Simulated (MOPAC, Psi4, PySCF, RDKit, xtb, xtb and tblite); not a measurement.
Two geometries of SMILES c1cc(oc1)CCB(O)O, relaxed at GFN2-xTB with one dihedral held; other torsions can differ between them too.

Structure A

```
19

O      1.4884     1.6629    -0.2584
B      2.0783     0.4436    -0.4072
O      3.2694     0.3919    -1.0300
C      1.4574    -0.9144     0.1839
C      1.6068    -2.1064    -0.7806
C      0.7587    -1.9123    -1.9897
C     -0.4774    -2.3928    -2.3111
C     -0.8143    -1.8247    -3.5650
C      0.2394    -1.0387    -3.9086
O      1.1938    -1.0853    -2.9626
H      0.6411     1.6799     0.1820
H      3.5779     1.2375    -1.3569
H      1.9816    -1.1640     1.1092
H      0.4014    -0.8002     0.4409
H      2.6522    -2.1789    -1.0812
H      1.3063    -3.0322    -0.2874
H     -1.0714    -3.0712    -1.7330
H     -1.7130    -1.9833    -4.1254
H      0.4276    -0.4243    -4.7665
```

Structure B

```
19

O      2.1379     0.2566     2.4304
B      2.0034    -0.9099     1.7388
O      2.2271    -2.0607     2.4002
C      1.5779    -0.9575     0.1944
C      1.9487    -2.2753    -0.5072
C      1.4823    -2.2891    -1.9214
C      0.3363    -2.7576    -2.4940
C      0.4241    -2.4520    -3.8752
C      1.6143    -1.8183    -4.0393
O      2.2608    -1.7137    -2.8641
H      1.9773     1.0642     1.9463
H      2.4658    -1.9425     3.3207
H      0.4954    -0.8218     0.1178
H      2.0295    -0.1289    -0.3573
H      3.0323    -2.3968    -0.4846
H      1.4976    -3.1059     0.0341
H     -0.4669    -3.2617    -1.9965
H     -0.2985    -2.6756    -4.6333
H      2.0998    -1.4116    -4.9041
```

Question: Which is lower in energy at the level B3LYP-D3(BJ)/def2-SVP // GFN2-xTB run with Psi4 1.11, and by how much?

Answer: A is lower, by 0.43 kcal/mol (dihedral O1–B2–C4–C5: 140° in A, 160° in B).

E(B) − E(A) in kcal/mol at the other levels, on the same two geometries: GFN2-xTB (xtb and tblite) -0.09; B3LYP/def2-SVP // GFN2-xTB (Psi4) -0.35; PBE/def2-SVP // GFN2-xTB (Psi4) -0.24; PBE-D3(BJ)/def2-SVP // GFN2-xTB (Psi4) 0.25; UFF // GFN2-xTB (RDKit) -0.45; PM7, restricted, heats of formation // GFN2-xTB (MOPAC) -0.69; AM1, restricted, heats of formation // GFN2-xTB (MOPAC) -2.34; GFN1-xTB // GFN2-xTB (xtb) -0.78; restricted B3LYP/6-31G*, spherical d, density fitting // GFN2-xTB (PySCF) -0.65; restricted Hartree-Fock/3-21G, density fitting // GFN2-xTB (PySCF) 0.17; restricted LDA (SVWN5)/6-31G*, spherical d, density fitting // GFN2-xTB (PySCF) -0.09; restricted Hartree-Fock/6-31G*, spherical d, density fitting // GFN2-xTB (PySCF) -0.81.
